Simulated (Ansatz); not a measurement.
`[SiH3][SiH]1BN1` + NH₃ → `N[SiH]1BN1` + SiH₄ at 600 K and 1 bar (cleavage of the Si–Si bond).

Program: Ansatz. Geometries: PBE0-D4/def2-TZVP. ΔE: electronic, gas phase. CBS: MP2 limit from def2 TZ/QZ plus the TZ coupled-cluster correction, frozen cores. This one scheme is used for every species. One conformer a species, not always the lowest.

```tsv
species	CCSD(T)/CBS energy (Eh)	H − E (kJ/mol)	S (J/(mol·K))
`[SiH3][SiH]1BN1`	-661.25416	222.8	424.2
NH₃	-56.50880	112.4	219.5
`N[SiH]1BN1`	-426.32182	218.6	382.0
SiH₄	-291.46306	108.7	242.3
```

H − E and S are ideal-gas, rigid-rotor, harmonic terms from PBE0-D4/def2-TZVP, for one conformer and one mirror image of each species. 1 Eh = 2625.50 kJ/mol, R = 8.31446 J/(mol·K).

Q: By hand: ΔE, ΔH, ΔS and ΔG.

A: ΔE = (-426.32182) + (-291.46306) − (-661.25416) − (-56.50880) = -0.02192 Eh = -57.6 kJ/mol. Δ(H − E) = 218.6 + 108.7 − 222.8 − 112.4 = -7.9, so ΔH = -65.5 kJ/mol. ΔS = 382.0 + 242.3 − 424.2 − 219.5 = -19.4 J/(mol·K). ΔG = -65.5 − 600 × (-19.4)/1000 = -53.9 kJ/mol.

Q: By hand: the equilibrium constant, and the temperature at which ΔG would vanish if ΔH and ΔS stayed fixed.

A: log₁₀ K = −ΔG/(RT ln 10) = 4.7. ΔG = 0 at ΔH/ΔS = 3376 K, far beyond where these terms or the molecules hold.

ΔH outweighs TΔS. A doubt of 5 kJ/mol in ΔE shifts log₁₀ K by 0.4 here. Other conformers and mirror images would add mixing entropy, several J/(mol·K) or more a flexible species. These are equilibria of isolated gas molecules and say nothing of rates. Largest T1 diagnostic: 0.015 (customary marks: 0.02 for closed shells, 0.045 for open ones).
